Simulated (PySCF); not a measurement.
F₂HIOSi, SMILES O[Si](F)(F)I.

The structure is a stationary point at PBE0-D3(BJ)/def2-SVP. This is a generated structure with no PubChem entry under its InChIKey; it may be hypothetical. The def2 effective core potentials stand for the cores of I; spin–orbit coupling is left out. The values are those of a single conformer.

Two levels are set side by side: PBE/def2-TZVP (PySCF) and CAM-B3LYP/def2-TZVP (PySCF). Same geometry, gas phase. Differences are taken from unrounded values.

```csv
quantity,CAM-B3LYP
orbital gap (eV),9.92
highest occupied level (eV),-9.56
lowest empty level (eV),0.36
dipole moment (D),1.32
mean polarisability (bohr³),52.8
```

**Question.** What does PBE give, and how far is it from CAM-B3LYP? (The exact figures need the calculation; the answer reports its results.)

**Answer.** 
```
quantity                       PBE  PBE minus CAM-B3LYP
---------------------------  -----  -------------------
orbital gap (eV)              5.56                -4.37
highest occupied level (eV)  -7.11                 2.46
lowest empty level (eV)      -1.55                -1.91
dipole moment (D)             1.28                -0.05
mean polarisability (bohr³)   55.9                  3.1
```

Without exact exchange PBE keeps part of each electron's self-repulsion, which lifts occupied levels and narrows the gap. PBE's more diffuse valence density responds more strongly to a field. Differences between two approximate levels are no errors against the true value.

Rough cost on one machine, each run with all the roots and properties that it gave: CAM-B3LYP against PBE within a factor of 2.
